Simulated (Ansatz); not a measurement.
Reactions of C2H7AlSn, SMILES `[AlH2][CH]=[CH][SnH3]`.

Gas-phase electronic energies from Ansatz, PBE0-D4/def2-TZVP geometries. CCSD(T)/CBS adds triple-zeta CCSD(T) − MP2 to the extrapolated MP2 energy (def2 sets, frozen cores). This one scheme is used for every species. Double bonds are as drawn, so ΔE can hold a change between cis and trans. DFT in def2-TZVPP. B3LYP here is the variant with VWN-RPA as its local correlation; programs differ in this. def2 core potentials past Kr. For Se, Sn outer-core shells are correlated without core-valence functions, which leaves a few kJ/mol of doubt a bond. Scalar relativity is left out up to krypton. Each species was taken in one conformer, which may not be the lowest.

```json
{"reaction": "`[AlH2]/[CH]=[CH]/[SnH3]` + `CC(O)O` → `CC(O)[O][AlH2]` + `C=[CH][SnH3]`", "CCSD(T)/CBS(def2) (kJ/mol)": "-129"}
{"reaction": "`[AlH2]/[CH]=[CH]/[SnH3]` + `C=C=C=N` → `C=C=C=[N][AlH2]` + `C=[CH][SnH3]`", "CCSD(T)/CBS(def2) (kJ/mol)": "-109"}
{"reaction": "`[AlH2]/[CH]=[CH]/[SnH3]` + acetylene → `C#[C][SnH3]` + `C=[CH][AlH2]`", "CCSD(T)/CBS(def2) (kJ/mol)": "?"}
{"reaction": "`[AlH2]/[CH]=[CH]/[SnH3]` + `C[SeH]` → `C[Se][SnH3]` + `C=[CH][AlH2]`", "CCSD(T)/CBS(def2) (kJ/mol)": "-97"}
```

(1) Fill in the missing values. (Estimate.)

Largest T1 diagnostic: 0.016, for `C=C=C=[N][AlH2]`.

Results:

(1) Computed: `[AlH2]/[CH]=[CH]/[SnH3]` + acetylene → `C#[C][SnH3]` + `C=[CH][AlH2]`: -36.7 kJ/mol.
